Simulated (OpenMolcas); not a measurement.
## 3s² 3p² along the 14-electron sequence

```
Program             : OpenMolcas 26.06
Method              : MS-RASPT2, IPEA 0.25 Eh, imaginary shift 0.1 Eh
Basis               : ANO-RCC-VQZP
Scalar Hamiltonian  : DKH2, point nucleus
Spin-orbit coupling : RASSI with atomic mean-field integrals over the reference wave functions, term energies averaged over their components
```

Active space for each ion: 2 electrons in 9 orbitals (RAS2 3p; RAS3 3d 4s, at most 1 electron); closed shells correlated by CASPT2: 2s 2p 3s.

Computed levels in cm-1 above ³P₀:

| Level | Si | P+ | S2+ |
| --- | --- | --- | --- |
| ³P₁ | 66.6 | 145 | 265 |
| ³P₂ | 195 | 418 | 754 |
| ¹D₂ | 6100 | 8670 | 11150 |
| ¹S₀ | 19300 | 26160 | 32380 |
| weight of ³P in the lowest level (%) | 100 | 100 | 100 |

Measured, with the error of the calculation in %. Measured levels: Si, P+ from NIST Handbook of Basic Atomic Spectroscopic Data; S2+ from NIST levels in Podobedova, Kelleher and Wiese, J. Phys. Chem. Ref. Data 38, 171 (2009).

```csv
Level,Si,P+,S2+
³P₁,77.1 (-13.7),165 (-12.2),299 (-11.2)
³P₂,223 (-12.6),469 (-10.9),833 (-9.5)
¹D₂,6299 (-3.2),8882 (-2.4),11323 (-1.5)
¹S₀,15394 (+25.4),21576 (+21.3),27161 (+19.2)
```

The fine-structure level ³P₂ changes by a factor of 3.87 from Si to S2+. Its fourth root runs 3.74, 4.52, 5.24, with steps per unit of Z of 0.78, 0.72; equal steps would mean a (Z - σ)^4 law with constant σ.

¹D₂ changes by a factor of 1.83 over the same range, with steps per unit of Z of +2570, +2480 cm-1.

CASPT2 does not keep the components of a term degenerate, so their means are used; among the terms shown or strongly mixed into the levels shown the widest spread is 180 cm-1 (3s² 3p² ¹D, S2+). Over all roots computed the reference weight is 0.91 to 0.97 in P+, 0.87 to 0.97 in S2+; the roots of lowest weight are the least certain, and an intruder state may touch them. With the s shell closed, the reference lacks s² → p² mixing. Some terms miss by over 15 % even with CASPT2, which points to a basis or an active space too small for the shells correlated. Computed and measured levels are paired by configuration, term and J; levels that our copy of the source lacks, or whose pairing is in doubt (as where it misses far off the trend of its configuration), stay unpaired and out of the deviations. Levels of configurations outside the active space are missing.
